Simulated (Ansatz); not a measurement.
`[SiH3][Sn]([SiH3])([Cl])[Cl]` + HCl → `[SiH3][Sn]([Cl])([Cl])[Cl]` + SiH₄ at 400 K and 1 bar (cleavage of the Sn–Si bond).

Isolated molecules relaxed with PBE0-D4/def2-TZVP in Ansatz; ΔE leaves out vibrations. CCSD(T)/CBS is the MP2 limit (def2-TZVPP, def2-QZVPP) plus CCSD(T) − MP2 in def2-TZVPP, frozen cores. This one scheme is used for every species. def2 core potentials past Kr. For Sn outer-core shells are correlated without core-valence functions, which leaves a few kJ/mol of doubt a bond.

| species | CCSD(T)/CBS energy (Eh) | H − E (kJ/mol) | S (J/(mol·K)) |
| --- | --- | --- | --- |
| `[SiH3][Sn]([SiH3])([Cl])[Cl]` | -1715.44941 | 183.6 | 498.9 |
| HCl | -460.38127 | 29.6 | 195.4 |
| `[SiH3][Sn]([Cl])([Cl])[Cl]` | -1884.38944 | 114.9 | 453.9 |
| SiH₄ | -291.46306 | 96.9 | 218.6 |

H − E and S are ideal-gas, rigid-rotor, harmonic terms from PBE0-D4/def2-TZVP. 1 Eh = 2625.50 kJ/mol, R = 8.31446 J/(mol·K).

By hand: ΔE, ΔH, ΔS and ΔG.

ΔE = (-1884.38944) + (-291.46306) − (-1715.44941) − (-460.38127) = -0.02182 Eh = -57.3 kJ/mol. Δ(H − E) = 114.9 + 96.9 − 183.6 − 29.6 = -1.4, so ΔH = -58.7 kJ/mol. ΔS = 453.9 + 218.6 − 498.9 − 195.4 = -21.8 J/(mol·K). ΔG = -58.7 − 400 × (-21.8)/1000 = -50.0 kJ/mol.

By hand: the equilibrium constant, and the temperature at which ΔG would vanish if ΔH and ΔS stayed fixed.

log₁₀ K = −ΔG/(RT ln 10) = 6.5. ΔG = 0 at ΔH/ΔS = 2693 K, far beyond where these terms or the molecules hold.

ΔH outweighs TΔS. A doubt of 5 kJ/mol in ΔE shifts log₁₀ K by 0.7 here. These are equilibria of isolated gas molecules and say nothing of rates. Largest T1 diagnostic: 0.012 (customary marks: 0.02 for closed shells, 0.045 for open ones).
